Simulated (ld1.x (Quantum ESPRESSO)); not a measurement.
**Pseudopotential generation for Pr (Z = 59): ultrasoft, PW91, scalar-relativistic.**

ld1.x (Quantum ESPRESSO) 7.5 input, shortened:

```
&input
   title='Pr', zed=59., rel=1, dft='PW91', iswitch=3,
   config='[Xe] 4f2 5d1 6s2 6p0'
 /
 &inputp
   pseudotype=3, tm=.true., lloc=-2, rcloc=2.90,
   nlcc=.false.
 /
8
6S  1  0   2.00   0.00  2.35  3.05  0.0
6S  1  0   0.00   1.75  2.35  3.05  0.0
6P  2  1   0.00   0.00  3.75  4.10  0.0
6P  2  1   0.00   1.55  3.75  4.10  0.0
5D  3  2   1.00   0.00  2.30  2.50  0.0
5D  3  2   0.00   0.50  2.30  2.50  0.0
4F  4  3   2.00   0.00  1.30  1.40  0.0
4F  4  3   0.00   1.40  1.30  1.40  0.0
 &test
   configts(1)='4f2 5d1 6s2 6p0'
 /
```

Task: Does the generator finish with these settings?

Result: No. ld1.x (Quantum ESPRESSO) 7.5 stopped with "run_pseudo: Errors in PS-KS equation": the pseudo-atom solver did not find the valence states with the expected number of nodes, which is the usual sign of a ghost state. Before that it printed "Warning: n=1, l=0 expected 0 nodes, found 1".
